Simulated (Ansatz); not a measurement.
C$_{3}$H$_{7}$O$_{2}$, doublet, geometry from GFN2-xTB; BLYP/STO-3G (Ansatz, a program for electronic structure).

Ansatz was given this input:
Ansatz 0.2 input:
```yaml
crystal:
  periodic: [false, false, false]
  atoms:
    - {symbol: C, position_ang: [1.54142272, 0.18311695, 0.07975642]}
    - {symbol: C, position_ang: [0.07138669, 0.53451852, -0.14861004]}
    - {symbol: O, position_ang: [-0.41703977, 1.46322027, 0.79751519]}
    - {symbol: C, position_ang: [-0.80427176, -0.72431902, -0.02258355]}
    - {symbol: O, position_ang: [-0.58733415, -1.69928917, -0.86014047]}
    - {symbol: H, position_ang: [2.18285044, 1.03527118, -0.13625431]}
    - {symbol: H, position_ang: [1.69413775, -0.12110415, 1.11339392]}
    - {symbol: H, position_ang: [1.81031220, -0.64058882, -0.57574117]}
    - {symbol: H, position_ang: [-0.04855535, 0.93452005, -1.16902904]}
    - {symbol: H, position_ang: [0.17392987, 2.22374107, 0.82017486]}
    - {symbol: H, position_ang: [-0.74767697, -1.08961125, 1.03606120]}
    - {symbol: H, position_ang: [-1.88123248, -0.41357578, -0.03898029]}
basis:
  gaussian:
    orbitals: STO-3G
hamiltonian:
  xc: blyp
magnetization: {spin_polarized: true, initial_magnetization: 1}
accuracy: high
```

What the program printed (banner, timings and long lists left out):

```
Functional definition: BLYP
695 factors; integrals over basis functions are off by at most 2.4e-9 eV
mean field evaluation 1: about -7215.8153 eV, gradient 1.3e1 eV
mean field evaluation 2: about -7214.9360 eV, gradient 1.9e1 eV
mean field evaluation 4: about -7216.8684 eV, gradient 5.7e-1 eV
mean field evaluation 8: about -7216.7499 eV, gradient 3.9e-2 eV
mean field evaluation 16: about -7216.7500 eV, gradient 4.0e-4 eV
mean field evaluation 32: about -7216.6137 eV, gradient 1.5e0 eV
mean field -7216.74996566 eV, -265.2106695492 hartree, gradient 2.6e-8 eV, S^2 0.751658; 4 other end points of the search recorded, 0 dependent functions left out
reference -7216.75001113 eV, -265.2106712201 hartree; 21, 20 occupied and 11, 12 virtual orbitals, 695 factors
Total energy: -7216.75001113 eV, -265.2106712201 hartree
```
